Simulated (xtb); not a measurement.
Sn(Cl)2(OH)2 (Cl2H2O2Sn), SMILES [OH][Sn]([OH])([Cl])[Cl]. All values are semi-empirical tight-binding results from xtb (GFN2-xTB unless named), good for trends rather than for accurate numbers. The structure is a stationary point at GFN2-xTB. The structure was generated by enumeration; whether it is a known compound was not checked. One conformer was computed; it need not be the lowest.

Optimised geometry:

Bonded distances (Å): O1–Sn2 1.928, O1–H6 0.961, Sn2–O3 1.953, Sn2–Cl4 2.268, Sn2–Cl5 2.268, O3–H7 0.958. Bond angles (°): Sn2–O1–H6 113.0, O1–Sn2–O3 103.6, O1–Sn2–Cl4 110.0, O1–Sn2–Cl5 110.0, O3–Sn2–Cl4 110.7, O3–Sn2–Cl5 110.7, Cl4–Sn2–Cl5 111.5, Sn2–O3–H7 116.4.

For metal compounds this method's bond lengths and energies can be far off.

```
Quantity                                       Value
-------------------------------------  -------------
point group as xtb finds it                       Cs
orbital gap                                  3.57 eV
zero-point energy                      16.3 kcal/mol
G − E(el) at 298.15 K (modified RRHO)  -6.1 kcal/mol
```

Computed atomic charges and the Wiberg bond orders between heavy atoms:
charges (e) O1 -0.46, Sn2 0.51, O3 -0.49, Cl4 -0.11, Cl5 -0.10, H6 0.33, H7 0.31. Bond orders O1–Sn2 0.83, Sn2–O3 0.80, Sn2–Cl4 0.83, Sn2–Cl5 0.83.
